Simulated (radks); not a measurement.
Question: The gallium ion Ga10+ is in [Ar] 3d(3/2: 3, 5/2: 0). Calculated with a radial shooting solver on a logarithmic mesh with Libxc functionals: Dirac Kohn-Sham, relativistic LDA (MacDonald-Vosko exchange, VWN5 correlation), spin-unpolarised, spherical densities, finite nucleus; Fermi nuclear charge, rms radius of each element as measured or else 0.836 A^(1/3) + 0.57 fm. Sub-shells are occupied by j as written (lower j first in brackets). One electron is removed from 3p1/2, 3s1/2, 3p3/2, 3d3/2 in turn, with full relaxation. Which removal costs least, and what does each cost?

Answer: 3d3/2 279.51 eV; 3p3/2 357.18 eV; 3p1/2 361.92 eV; 3s1/2 408.89 eV. The 3d3/2 electron leaves first.
